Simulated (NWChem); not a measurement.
System: phosphorus nitride (PN); SMILES N#P

Here is an NWChem input.

```
start job
memory heap 200 mb stack 900 mb global 1100 mb
geometry units angstroms noautosym nocenter noautoz
  N      0.000000     0.000000     1.012570
  P      0.000000     0.000000    -0.482237
end
basis spherical
  N library iglo-ii
  P library iglo-ii
end
dft
  xc b3lyp
  iterations 150
end
property
  shielding
end
task dft property
```

NWChem printed, in part:

```
             Northwest Computational Chemistry Package (NWChem) 7.3.0
             --------------------------------------------------------

                             Geometry "geometry" -> ""
                             -------------------------

 Output coordinates in angstroms (scale by  1.889725989 to convert to a.u.)

  No.       Tag          Charge          X              Y              Z
 ---- ---------------- ---------- -------------- -------------- --------------
    1 N                    7.0000     0.00000000     0.00000000     1.01257000
    2 P                   15.0000     0.00000000     0.00000000    -0.48223700

 Effective nuclear repulsion energy (a.u.)      37.1710937566

                              NWChem Property Module
                              ----------------------

  itol2e modified to match energy
  convergence criterion.

                                 NWChem DFT Module
                                 -----------------

 Summary of "ao basis" -> "ao basis" (spherical)
 ------------------------------------------------------------------------------
       Tag                 Description            Shells   Functions and Types
 ---------------- ------------------------------  ------  ---------------------
 N                          iglo-ii                 10       22   5s4p1d
 P                          iglo-ii                 15       35   7s6p2d

  itol2e modified to match energy
  convergence criterion.

            General Information
            -------------------
          SCF calculation type: DFT
          Wavefunction type:  closed shell.
          No. of atoms     :     2
          No. of electrons :    22
           Alpha electrons :    11
            Beta electrons :    11
          Charge           :     0
          Spin multiplicity:     1
          Use of symmetry is: off; symmetry adaption is: off
          Maximum number of iterations: 150
          AO basis - number of functions:    57
                     number of shells:    25
          Convergence on energy requested:  1.00D-07
          Convergence on density requested:  1.00D-05
          Convergence on gradient requested:  5.00D-04

              XC Information
              --------------
                         B3LYP Method XC Potential
                     Hartree-Fock (Exact) Exchange  0.200
                        Slater Exchange Functional  0.800 local
                    Becke 1988 Exchange Functional  0.720 non-local
              Lee-Yang-Parr Correlation Functional  0.810
                  VWN I RPA Correlation Functional  0.190 local

             Grid Information
             ----------------
          Grid used for XC integration:  fine
          Radial quadrature: Mura-Knowles
          Angular quadrature: Lebedev.
          Tag              B.-S. Rad. Rad. Pts. Rad. Cut. Ang. Pts.
          ---              ---------- --------- --------- ---------
          N                   0.65       70           7.0       590
          P                   1.00      123           7.0       770
          Grid pruning is: on
          Number of quadrature shells:   193
          Spatial weights used:  Erf1

      Superposition of Atomic Density Guess
      -------------------------------------

 Sum of atomic energies:        -394.92846789

      Non-variational initial energy
      ------------------------------

 Total energy =    -395.121725
 1-e energy   =    -618.894098
 2-e energy   =     186.601279
 HOMO         =      -0.342615
 LUMO         =      -0.051554

   convergence    iter        energy       DeltaE   RMS-Dens  Diis-err
 ---------------- ----- ----------------- --------- --------- ---------
 d= 0,ls=0.0,diis     1   -395.9898727950 -4.33D+02  2.54D-02  1.72D+00
 d= 0,ls=0.0,diis     2   -395.3153714975  6.75D-01  2.56D-02  5.14D+00
 d= 0,ls=0.0,diis     3   -395.9296546704 -6.14D-01  5.74D-03  1.29D+00
 d= 0,ls=0.0,diis     4   -396.0720492676 -1.42D-01  2.39D-03  4.16D-02
 d= 0,ls=0.0,diis     5   -396.0780180873 -5.97D-03  3.04D-04  9.44D-04
  Resetting Diis
 d= 0,ls=0.0,diis     6   -396.0780823713 -6.43D-05  5.43D-05  4.15D-05
 d= 0,ls=0.0,diis     7   -396.0780874084 -5.04D-06  6.06D-06  1.01D-07
 d= 0,ls=0.0,diis     8   -396.0780874127 -4.22D-09  3.66D-06  6.08D-08

         Total DFT energy =     -396.078087412658
      One electron energy =     -619.908774998278
           Coulomb energy =      216.725241061052
    Exchange-Corr. energy =      -30.065647231997
 Nuclear repulsion energy =       37.171093756564

 Numeric. integr. density =       21.999999861902

                       DFT Final Molecular Orbital Analysis
                       ------------------------------------

 Vector    9  Occ=2.000000D+00  E=-3.351774D-01
              MO Center= -8.4D-10,  9.5D-11,  3.8D-01, r^2= 1.5D+00
   Bfn.  Coefficient  Atom+Function         Bfn.  Coefficient  Atom+Function
  ----- ------------  ---------------      ----- ------------  ---------------
    43      0.249588  2 P  py                13      0.230774  1 N  py
    42      0.229623  2 P  px                46      0.230699  2 P  py
    12      0.212314  1 N  px                45      0.212245  2 P  px
    16      0.154499  1 N  py                10      0.144972  1 N  py
    15      0.142140  1 N  px                 9      0.133376  1 N  px

 Vector   10  Occ=2.000000D+00  E=-3.351774D-01
              MO Center=  1.4D-08, -1.3D-08,  3.8D-01, r^2= 1.5D+00
   Bfn.  Coefficient  Atom+Function         Bfn.  Coefficient  Atom+Function
  ----- ------------  ---------------      ----- ------------  ---------------
    42      0.249588  2 P  px                12      0.230774  1 N  px
    43     -0.229623  2 P  py                45      0.230699  2 P  px
    13     -0.212314  1 N  py                46     -0.212245  2 P  py
    15      0.154499  1 N  px                 9      0.144972  1 N  px
    16     -0.142140  1 N  py                10     -0.133376  1 N  py

 Vector   11  Occ=2.000000D+00  E=-3.267205D-01
              MO Center= -1.4D-08,  1.3D-08,  6.1D-01, r^2= 1.8D+00
   Bfn.  Coefficient  Atom+Function         Bfn.  Coefficient  Atom+Function
  ----- ------------  ---------------      ----- ------------  ---------------
    29      0.352631  2 P  s                 44     -0.342090  2 P  pz
    14      0.338559  1 N  pz                17      0.265049  1 N  pz
     5      0.257005  1 N  s                 11      0.233965  1 N  pz
    47     -0.162689  2 P  pz                 4      0.144865  1 N  s
    38      0.101392  2 P  pz                 8      0.082233  1 N  pz

 Vector   12  Occ=0.000000D+00  E=-8.891915D-02
              MO Center= -2.3D-10, -6.9D-11, -9.2D-02, r^2= 2.3D+00
   Bfn.  Coefficient  Atom+Function         Bfn.  Coefficient  Atom+Function
  ----- ------------  ---------------      ----- ------------  ---------------
    46      0.477032  2 P  py                45      0.438607  2 P  px
    16     -0.301175  1 N  py                15     -0.276915  1 N  px
    43      0.257804  2 P  py                42      0.237037  2 P  px
    13     -0.211046  1 N  py                12     -0.194046  1 N  px
    10     -0.145142  1 N  py                 9     -0.133450  1 N  px

[...]

          -----------------------------------------
          Chemical Shielding Tensors (GIAO, in ppm)
          -----------------------------------------

                                NWChem CPHF Module
                                ------------------

  scftype          =     RHF
  nclosed          =       11
  nopen            =        0
  variables        =      506
  # of vectors     =        3
  tolerance        = 0.10D-03
  level shift      = 0.00D+00
  max iterations   =       50
  max subspace     =       30

 SCF residual:    4.4064744468919618E-004

Iterative solution of linear equations
  No. of variables      506
  No. of equations        3
  Maximum subspace       30
        Iterations       50
       Convergence  1.0D-04

   iter   nsub   residual    time
   ----  ------  --------  ---------
     1      3    8.06D-01       7.8
     2      6    2.71D-02       8.9
     3      9    9.74D-04      10.3
     4     12    4.77D-05      11.3

      Atom:    1  N
        Diamagnetic
    322.5732     -0.0000     -0.0000
     -0.0000    322.5732      0.0000
     -0.0000      0.0000    341.8456

        Paramagnetic
  -1149.5002      0.0000      0.0000
      0.0000  -1149.5001     -0.0000
      0.0000     -0.0000     -0.0000

        Total Shielding Tensor
   -826.9269      0.0000      0.0000
      0.0000   -826.9269     -0.0000
      0.0000     -0.0000    341.8456

           isotropic =    -437.3361
          anisotropy =    -584.3863

          Principal Components and Axis System
                 1           2           3
             -826.9270   -826.9269    341.8456

      1         0.7712      0.6366      0.0000
      2        -0.6366      0.7712     -0.0000
      3        -0.0000      0.0000      1.0000

      Atom:    2  P
        Diamagnetic
    970.8235      0.0000     -0.0000
      0.0000    970.8235      0.0000
     -0.0000      0.0000    966.5268

        Paramagnetic
  -1523.3376      0.0001      0.0000
      0.0001  -1523.3376     -0.0000
      0.0000     -0.0000     -0.0000

        Total Shielding Tensor
   -552.5141      0.0001      0.0000
      0.0001   -552.5141     -0.0000
      0.0000     -0.0000    966.5268

           isotropic =     -46.1671
          anisotropy =    1519.0409

          Principal Components and Axis System
                 1           2           3
              966.5268   -552.5142   -552.5140

      1         0.0000      0.7567      0.6538
      2        -0.0000     -0.6538      0.7567
      3         1.0000     -0.0000      0.0000
```

Level: B3LYP/IGLO-II, GIAO. Coordinates come from a B3LYP/6-31G* (spherical d) optimisation. The printed shielding anisotropy is the first printed principal value minus the mean of the other two.
